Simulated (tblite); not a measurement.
C7H11ClO.
Geometry (GFN2-xTB, Å), atoms numbered from 1 in this order:
```xyz
20
C7H11ClO angstrom
O      1.7888   -1.4782    1.2893
C      1.9055   -0.5236    0.6004
Cl     3.2337    0.6166    0.9398
C      1.1056   -0.1108   -0.5968
C      0.4765    1.2779   -0.4052
C     -0.6016    1.2391    0.6727
C     -1.6866    0.2346    0.2984
C     -1.0847   -1.1571    0.1345
C      0.0251   -1.1519   -0.9141
H      1.8153   -0.0525   -1.4310
H      1.2487    2.0022   -0.1454
H      0.0295    1.5836   -1.3533
H     -0.1534    0.9542    1.6271
H     -1.0358    2.2339    0.7895
H     -2.1570    0.5438   -0.6383
H     -2.4579    0.2145    1.0700
H     -0.6777   -1.4927    1.0888
H     -1.8587   -1.8658   -0.1661
H      0.4792   -2.1425   -0.9717
H     -0.3997   -0.9145   -1.8917
```

Level: GFN2-xTB in tblite, geometry and Hessian alike; calculated harmonic values, unscaled, isolated species. This tight-binding method is rough: wavenumbers can miss measured ones by several per cent, in bad cases by 10 to 20. One conformer, not necessarily the lowest.

Harmonic wavenumbers (cm⁻¹): 34.1, 109.7, 158.7, 248.7, 258.0, 325.0, 373.6, 414.1, 440.7, 458.6, 544.6, 623.5, 743.5, 819.3, 845.0, 874.3, 911.3, 934.5, 955.7, 968.1, 1006.7, 1082.6, 1094.5, 1107.6, 1124.1, 1137.8, 1170.7, 1217.4, 1242.1, 1250.3, 1270.2, 1296.3, 1327.7, 1343.4, 1344.4, 1355.2, 1359.5, 1471.9, 1479.4, 1487.3, 1490.0, 1501.7, 1837.3, 2913.4, 2964.5, 2972.8, 2975.7, 2982.2, 2983.9, 2988.9, 2994.3, 2994.7, 3003.6, 3012.1.

A = 2433, B = 997.7, C = 862.3 MHz; mass 146.050 u (most abundant isotopes); point group C1, symmetry number 1.

Task: Zero-point energy?

Result: Half the sum of the wavenumbers: 36913 cm⁻¹ = 441.57 kJ/mol.

Task: Give the ideal-gas entropy at 400 K and 1 bar in the rigid-rotor, harmonic-oscillator model (classical rotation).

Result: Translation 177.12, rotation 126.76, vibration 134.59: S = 438.5 J/(mol K).

Task: And Cp and H(400 K) − H(0)?

Result: Cp = 192.49 J/(mol K), of which vibrations give 159.23 (their classical limit is 54 R = 449.0); H(400 K) − H(0) = 42.56 kJ/mol without the zero-point energy, 29.26 from vibrations.

Task: Which modes carry the vibrational entropy at 400 K?

Result: 34.1 cm⁻¹: 25.77; 109.7 cm⁻¹: 16.10; 158.7 cm⁻¹: 13.09; 248.7 cm⁻¹: 9.51; 258.0 cm⁻¹: 9.23; 325.0 cm⁻¹: 7.47 J/(mol K); the other 48 give 53.42 together.

Task: Blend soft modes into free rotors: weight 1/[1 + (100 cm⁻¹/ν̃)⁴] for the oscillator and the rest for a rotor with moment μB/(μ + B), μ = h/(8π²ν), B = 10⁻⁴⁴ kg m². What vibrational entropy results?

Result: 125.00 J/(mol K) in place of 134.59, which changes −T·S at 400 K by +3.84 kJ/mol.

Hindered rotation and anharmonicity are outside this model. Other conformers, if any are populated, would add a mixing term that is left out. The structure is chiral; the term R ln 2 for an equal mix with its mirror image is left out.
